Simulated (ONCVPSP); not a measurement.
# What one change does to a pseudopotential (nickel, ONCV)

nickel (Ni), optimised norm-conserving Vanderbilt (ONCV), made with ONCVPSP 4.0.1 (PBE, fully relativistic). Core [Ne], reference 3s2 3p6 3d8 4s2. Waves: 3s+4s: rc 1.40 bohr, ncon 3, nbas 7, qcut 9.4 1/bohr, 2 projectors; 3p: rc 1.15 bohr, ncon 4, nbas 7, qcut 11.5 1/bohr, 2 projectors, debl 1.7 Ha; 3d: rc 1.00 bohr, ncon 5, nbas 10, qcut 16.5 1/bohr, 1 projector. Local part: polynomial inside 0.70 bohr (lpopt 3, dvloc0 0 Ha). Core correction: Teter function, fcfact 3, rcfact 1.25.

Open shells are filled in proportion to 2j + 1.

In the p channel the program set the typed energies aside and used -2.596, 0.250 Ha (j = l + 1/2; the other j can differ).

Change: s: qcut 12.6; p: qcut 15.4; d: qcut 22.1.

Cutoffs: the cutoffs (Ha) at which the residual kinetic energy of the hardest occupied pseudo-wave falls to 1 and 0.1 mHa per electron; they do not see the model core or the augmentation charge, which bear on the density cutoff. Errors are all-electron minus pseudo energies relative to the spin-unpolarised reference configuration.

Question: Predict the effect on cutoff, ghosts and configuration errors.

Answer: The potential gets harder (105 Ha and 119 Ha → 121 Ha and 139 Ha); of the 4 tests that both files solve, the error grows in 0 and shrinks in 2 by more than 15 % and 0.3 meV (median size 3.3 → 2.6 meV); neither file shows a bound ghost.

```tsv
quantity	base	changed
cutoff, loose	105 Ha	121 Ha
cutoff, tight	119 Ha	139 Ha
loose cutoff by channel	s 17 Ha, p 43 Ha, d 105 Ha	s 39 Ha, p 40 Ha, d 121 Ha
bound ghosts	none	none
GHOST(+) flags under 300 eV	none	none
error for 3s2 3p6 3d8 4s1, meV [ΔE 9.32 eV]	+0.6	+0.5
error for 3s2 3p6 3d8 4s0, meV [ΔE 26.67 eV]	+2.4	+2.3
error for 3s2 3p6 3d7 4s0, meV [ΔE 64.14 eV]	-4.2	-2.9
error for 3s1 3p6 3d8 4s2, meV [ΔE 119.39 eV]	-202	-83
s: phases at 1.42 bohr within 0.05 rad from the reference energy up to (Ha; the scan ends near 5)	to the end of the scan	to the end of the scan
p3/2: phases at 1.17 bohr within 0.05 rad from the reference energy up to (Ha; the scan ends near 5)	to the end of the scan	to the end of the scan
p1/2: phases at 1.17 bohr within 0.05 rad from the reference energy up to (Ha; the scan ends near 5)	to the end of the scan	to the end of the scan
d5/2: phases at 1.01 bohr within 0.05 rad from the reference energy up to (Ha; the scan ends near 5)	to the end of the scan	to the end of the scan
d3/2: phases at 1.01 bohr within 0.05 rad from the reference energy up to (Ha; the scan ends near 5)	to the end of the scan	to the end of the scan
rms error of d²Exc/dni dnj with the model core, mHa	6.88	6.92
```
